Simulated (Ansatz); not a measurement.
CH7BFNSn can be A, `[CH3][SnH2][B](N)F`, or B, `FBN[CH2][SnH3]`.

Computed with Ansatz on PBE0-D4/def2-TZVP structures; ΔE is electronic, products minus reactants. CCSD(T)/CBS adds triple-zeta CCSD(T) − MP2 to the extrapolated MP2 energy (def2 sets, frozen cores). DFT in def2-TZVPP. Elements past krypton have def2 core potentials. For Sn outer-core shells are correlated without core-valence functions, which leaves a few kJ/mol of doubt a bond. Each species was taken in one conformer, which may not be the lowest.

A:

Z-matrix (Å, degrees):
```
C
Sn 1 2.147
H 1 1.090 2 109.7
H 1 1.090 2 110.1 3 119.8
H 1 1.090 2 110.1 3 -120.0
B 2 2.265 1 112.4 3 -58.0
H 2 1.720 1 108.2 3 -179.5
H 2 1.714 1 108.0 3 65.5
F 6 1.342 2 119.6 1 54.4
N 6 1.390 2 122.6 1 -125.1
H 10 1.004 6 122.9 2 -0.4
H 10 1.009 6 122.5 2 179.9
```

B:

```xyz
12

F    -0.792    0.120   -2.563
B    -1.479    0.538   -1.492
N    -0.805    0.768   -0.296
C     0.609    0.585   -0.055
Sn    1.015   -1.089    1.264
H    -2.659    0.707   -1.583
H    -1.344    1.065    0.500
H     1.056    1.487    0.368
H     1.106    0.390   -1.005
H     2.672   -1.162    1.680
H     0.083   -0.872    2.683
H     0.538   -2.537    0.499
```

(1) Which isomer does CCSD(T)/CBS put lower? Give the gap. (Estimate.)

(2) Give E(B) − E(A) in kcal/mol with r2SCAN-D4, PBE0-D4, B2PLYP, ωB97M-V, HF/def2-TZVPP, PBE-D4, MP2/def2-TZVPP. (An estimate is asked.)

Largest T1 diagnostic: 0.013.

## Answers

(1) The calculation gave: A, by 18.9 kcal/mol.

(2) The calculation gave: r2SCAN-D4 18.2, PBE0-D4 18.2, B2PLYP 17.7, ωB97M-V 18.0, HF/def2-TZVPP 16.0, PBE-D4 18.1, MP2/def2-TZVPP 18.7. None reverses the order clearly.

In def2-TZVPP, CCSD(T) changes the Hartree–Fock value by +1.9 kcal/mol (the triples alone add +0.1 kcal/mol) and MP2 by +2.8 kcal/mol.
